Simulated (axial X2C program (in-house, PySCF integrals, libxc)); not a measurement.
Levels of YBr⁺ by electron attachment to YBr²⁺ (EOM-EA-CCSD)

Computed with an axial X2C code built on PySCF integrals: two-component X2C with atomic mean-field Coulomb and Gaunt terms, Gaussian nuclei, basis Y dyall-acv3z, Br dyall-acv3z with contracted cores.

R = 2.457 Å (near the PBE0 minimum at charge 1 of the determinant lowest at the starting distance; the state shown can have its own minimum elsewhere).

Hartree–Fock spinors of YBr²⁺ (one of each Kramers pair; a window near the gap, which can cut inner shells):

```csv
ω,occupied,ε (eV),character
1/2,yes,-22.53,"74% Br p, 13% Y d, 4% Y s"
1/2,yes,-21.50,"74% Br p, 13% Y d, 6% Y f"
3/2,yes,-21.18,"73% Br p, 14% Y d, 6% Y f"
1/2,no,-11.27,"62% Y s, 18% Y d, 9% Br p"
3/2,no,-10.37,98% Y d
5/2,no,-10.34,98% Y d
1/2,no,-10.02,"74% Y d, 14% Y p, 5% Br p"
3/2,no,-9.99,"74% Y d, 14% Y p, 6% Br p"
1/2,no,-9.66,"50% Y d, 38% Y p, 6% Br p"
```

Levels of YBr⁺ obtained by attaching an electron to YBr²⁺:

```tsv
Ω	binding energy (eV)	above lowest (cm⁻¹)	attached spinor	one-particle weight
1/2	12.119	0	57% Y sσ, 24% Y dσ, 9% Br pσ	0.97
3/2	11.511	4902	98% Y dδ	0.96
5/2	11.461	5306	98% Y dδ	0.96
1/2	11.000	9027	78% Y dπ, 9% Y pπ	0.96
3/2	10.936	9541	76% Y dπ, 10% Y pπ, 6% Br pπ	0.96
1/2	10.411	13776	43% Y dσ, 39% Y pσ, 8% Y sσ	0.96
1/2	8.419	29844	70% Y pπ, 9% Br dπ, 8% Br pπ	0.98
3/2	8.312	30702	70% Y pπ, 9% Br dπ, 8% Y dπ	0.98
1/2	5.937	49862	42% Y pσ, 21% Y dσ, 13% Br sσ	0.98
```

(1) Take the first Ω = 1/2 and Ω = 3/2 rows of π character: how far apart are they, and which lies lower?

This point took 21 s on 1 thread of Intel(R) Xeon(R) Platinum 8375C CPU @ 2.90GHz (Ice Lake) (shared host).

Reference electrons by ω block (each with its −ω partner): 1/2: 24, 3/2: 10, 5/2: 2. 16 electrons of YBr²⁺ correlated (inner shells frozen), 88 natural virtual spinors (a truncated set); levels can be off by some tenths of an eV. Roots sought by Ω: (1/2: 5, 3/2: 4, 5/2: 2, 7/2: 1); rows need 60 % one-particle weight and stop where some Ω has no more roots. Missing are any skipped roots, higher Ω and states of a further excitation; these come out far too high here and may in truth be low or lowest. T1 of the reference 0.024 (Lee–Taylor). The reference was not checked to be the lowest state of its species. Number of frozen shells: Y 3 s, 2 p, 1 d; Br 3 s, 2 p, 1 d.

Answers

(1) E(3/2) − E(1/2) = 9541 − 9027 = 514 cm⁻¹ at EOM-EA-CCSD: regular, Ω = 1/2 lower. Splittings at this level can be off by ten to twenty per cent.
